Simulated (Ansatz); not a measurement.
Reaction (ligand exchange at a B–S bond): `BS[CH2][GeH3]` + `CC(N)O` → `BNC(C)O` + `S[CH2][GeH3]`

Calculated with Ansatz (gas phase, PBE0-D4/def2-TZVP geometries, no zero-point term in ΔE). CCSD(T)/CBS is the MP2 limit (def2-TZVPP, def2-QZVPP) plus CCSD(T) − MP2 in def2-TZVPP, frozen cores. For Ge outer-core shells are correlated without core-valence functions, which leaves a few kJ/mol of doubt a bond. Scalar relativity is left out up to krypton. One conformer a species, not always the lowest.

`BS[CH2][GeH3]`:

Cartesian coordinates in Å:
```
B -0.890 0.009 -2.037
S -0.706 1.258 -0.825
C -0.597 0.387 0.758
Ge 1.224 -0.264 1.111
H -0.971 0.389 -3.164
H -0.941 -1.145 -1.736
H -0.892 1.095 1.534
H -1.304 -0.442 0.766
H 1.603 -1.277 0.021
H 2.195 0.926 1.076
H 1.277 -0.937 2.495
```

`CC(N)O`:

Cartesian coordinates in Å:
```
C 0.531 0.964 0.670
C -0.380 0.024 -0.083
N -0.096 -1.338 0.271
O -0.204 0.329 -1.464
H 0.308 1.998 0.408
H 0.410 0.826 1.744
H 1.572 0.762 0.404
H -1.424 0.214 0.198
H 0.845 -1.589 -0.013
H -0.741 -1.986 -0.162
H -0.822 -0.203 -1.972
```

`BNC(C)O`:

```xyz
13

B    -0.263    0.477    1.990
N     0.307    0.462    0.727
C    -0.305   -0.019   -0.489
C     0.545   -1.057   -1.183
O    -0.495    1.031   -1.409
H     0.366    0.914    2.909
H    -1.376    0.053    2.122
H     1.241    0.821    0.582
H    -1.267   -0.454   -0.192
H     0.056   -1.389   -2.099
H     1.515   -0.629   -1.450
H     0.704   -1.916   -0.530
H    -1.028    1.706   -0.978
```

`S[CH2][GeH3]`:

```xyz
9

S    -1.793    0.657    0.834
C    -0.445    0.742   -0.367
Ge    1.004   -0.520    0.032
H    -2.006   -0.667    0.763
H    -0.054    1.759   -0.295
H    -0.819    0.606   -1.383
H     2.083   -0.471   -1.066
H     0.406   -1.937    0.090
H     1.624   -0.170    1.391
```

| species | CCSD/CBS(def2) energy (Eh) |
| --- | --- |
| `BS[CH2][GeH3]` | -2540.91601 |
| `CC(N)O` | -210.16317 |
| `BNC(C)O` | -235.58826 |
| `S[CH2][GeH3]` | -2515.50888 |

(1) Work out ΔE.

Largest T1 diagnostic among the species: 0.013.

## Answers

(1) ΔE = (-235.58826) + (-2515.50888) − (-2540.91601) − (-210.16317) = -0.01796 Eh = -11.3 kcal/mol. CCSD(T)/CBS gives -10.7 kcal/mol.

In def2-TZVPP, CCSD(T) changes the Hartree–Fock value by +1.9 kcal/mol (the triples alone add +0.6 kcal/mol) and MP2 by +2.4 kcal/mol.
